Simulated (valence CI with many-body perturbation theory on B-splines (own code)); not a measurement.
The numbers below are computed, except where a source is named.
**Sensitivity of CI+MBPT for Tl⁵⁰⁺**

Method: configuration interaction combined with many-body perturbation theory (CI+MBPT): three valence electrons over a frozen Dirac-Fock core [Ar] 3d10, a basis of 6 s, 6 p, 5 d, 3 f, 1 g functions for each j, with the one-electron correlation potential Σ1, the two-electron term Σ2, the three-electron term Σ3, Breit, model QED; selected CI, second order for the rest, scaled by the run's own slope (own B-spline code, finite nucleus).

The last digits are not significant, and no measured levels were compared; by estimate large intervals hold to a few tenths of a per cent, small ones and those within an open d or f shell to about a per cent.

The reference run has the lowest level (4s^2 4p1/2) J=1/2 and an ionisation energy of 2925.89 eV. Its largest variational space holds 2935 state functions.

Levels are named by their leading jj configuration (3d3/2^4 stands for four electrons in 3d with j = 3/2), which in mixed levels can hold well under half, so a name can repeat and another be missing. Letters in brackets count levels of one name in rising energy.

Changed runs:
A. orbitals per symmetry with explicit Σ2 and valence Breit (the others get mean screening factors) 5 → 4; QED terms on → off
B. selection threshold (hartree) 2e-08 → 1e-06; scale of Σ1 1 → 0
C. size limit of the variational space 10000 → 1500; Davidson tolerance 2e-05 → 0.001
D. start configuration 4s2 4p1 → 4s3 (bad on purpose)

Excitation energies of the reference run in cm⁻¹, and shifts in cm⁻¹:

| Level | Reference | A | B | C |
| --- | --- | --- | --- | --- |
| (4s 4p1/2^2) J=1/2 | 930386 | +14903 | +1146 | 0 |
| (4s^2 4p3/2) J=3/2 | 1283750 | -1138 | -2679 | -0.2 |
| (4s 4p1/2 4p3/2) J=3/2 [a] | 2088110 | +13651 | -1493 | 0 |
| (4s 4p1/2 4p3/2) J=5/2 | 2167000 | +13557 | -1510 | 0 |
| (4s 4p1/2 4p3/2) J=3/2 [b] | 2276040 | +13268 | -1491 | +0.2 |
| (4s 4p1/2 4p3/2) J=1/2 | 2295260 | +13728 | -1529 | 0 |
| (4s^2 4d3/2) J=3/2 | 2788530 | +2517 | -401 | 0 |
| (4s^2 4d5/2) J=5/2 | 3038960 | +1806 | -1493 | +0.1 |
| (4p1/2^2 4p3/2) J=3/2 | 3203940 | +27919 | -328 | +0.2 |
| (4s 4p3/2^2) J=5/2 | 3431500 | +12097 | -4074 | 0 |
| (4s 4p1/2 4d3/2) J=3/2 [a] | 3520580 | +16876 | +862 | -0.2 |
| (4s 4p3/2^2) J=1/2 | 3577610 | +12495 | -4201 | 0 |
| Ionisation energy (eV) | 2925.89 | +0.09 | -2.02 | 0 |

Run D: It gave no result: a shell was given more electrons than it holds. The program said: "a valence shell holds more than 4l+2 electrons".
